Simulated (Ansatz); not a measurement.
A series at Nb: from `[F][Nb]([F])([F])=[S]`, ligands are replaced one by one, each step taking up HCl and setting free H–F; n counts the steps. Ansatz, PBE0-D4/def2-TZVP geometries.

```csv
n,molecule,"zero-point energy, PBE0-D4/def2-TZVP (kJ/mol)"
0,`[F][Nb]([F])([F])=[S]`,?
1,`[F][Nb]([F])(=[S])[Cl]`,19.9
2,`[F][Nb](=[S])([Cl])[Cl]`,17.6
3,`[S]=[Nb]([Cl])([Cl])[Cl]`,15.2
```

Question: By hand: fit a straight line y = ȳ + b (n − n̄) to the 3 given rows and predict n = 0.

Answer: n̄ = 2.000, ȳ = 17.57; Σ(n − n̄)(y − ȳ) = -4.70, Σ(n − n̄)² = 2.000, so b = -2.35 kJ/mol a step. Prediction: 17.57 + (-2.35) × (-2.000) = 22.3 kJ/mol.

Question: By hand: compare with the computed value, 22.2 kJ/mol, and give the steps along the whole series.

Answer: The line misses by -0.1 kJ/mol (computed minus predicted). Steps: -2.3, -2.3, -2.4 kJ/mol.

The steps differ by at most 0.1 kJ/mol, 4.3 % of a mean step, so the ligands' effects nearly add and a line is close. The miss is 1.4 % of the series' range.
